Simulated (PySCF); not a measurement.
## Nuclear quadrupole coupling in `CC(=O)[C@H]([SiH3])O[SiH2]S`

C3H10O2SSi2.
Geometry (GFN2-xTB, Å), atoms numbered from 1 in this order:
```
atom  x, y, z in Å
C1     2.0619   -0.8743   -0.8393
C2     0.6065   -0.5757   -0.6256
O3    -0.2393   -1.4467   -0.5665
C4     0.2212    0.8346   -0.4263
Si5    0.7359    1.3965    1.3610
O6    -1.1567    1.0191   -0.4807
Si7   -2.3548   -0.0841   -0.4372
S8    -2.6020   -1.1144    1.4416
H9     2.1725   -1.4367   -1.7650
H10    2.6566    0.0322   -0.8860
H11    2.4196   -1.5096   -0.0305
H12    0.6959    1.4812   -1.1711
H13    2.1992    1.3274    1.4301
H14    0.2465    2.7650    1.4719
H15    0.1181    0.4821    2.3110
H16   -2.5037   -1.0251   -1.5322
H17   -3.4256    0.9010   -0.4049
H18   -1.8605   -2.1662    1.1381
```

Field gradients from the PBE0/pcSseg-1 density (PySCF, non-relativistic), principal values in atomic units, ordered |Vxx| ≤ |Vyy| ≤ |Vzz|:

```csv
atom,Vxx,Vyy,Vzz
O3,0.5912,1.0748,-1.6659
O6,-0.6009,-1.1219,1.7228
S8,0.0827,1.7959,-1.8787
```

**Question.** Find the asymmetry η = (Vxx − Vyy)/Vzz and the couplings χ = eQV/h (234.96 MHz × Q in barn × V in au), with Q(17O) = −0.0256 b, Q(33S) = −0.0678 b.

**Answer.** 
```tsv
atom	environment	nucleus	η	χzz (MHz)	χxx (MHz)	χyy (MHz)
O3	ketone oxygen	17O	0.29	10.02	-3.56	-6.46
O6	silyl ether oxygen	17O	0.30	-10.36	3.61	6.75
S8	sulfur bonded to Si and H	33S	0.91	29.93	-1.32	-28.61
```

At S8 η is above 0.9: Vyy and Vzz are nearly equal in size and opposite in sign, so a small change could swap them and flip the sign of χzz. 

**Question.** What is Vzz at O6 in SI units (1 au = 9.71736 × 10²¹ V/m²)?

**Answer.** 1.7228 au = 16.741 × 10²¹ V/m².

Were the hydrogens deuterons (Q(2H) = 0.00286 b), χzz would run from 107 kHz (H13) to 211 kHz (H10).

The structure is a single GFN2-xTB conformer in the gas phase; no vibrational or solvent corrections. GFN2-xTB frequencies show an imaginary mode (29i cm⁻¹), so this geometry is no minimum at that level. GFN2-xTB bond lengths can be off by several hundredths of an ångström, more for odd bonds, and the gradients follow them. These gradients aren't converged with respect to the basis.
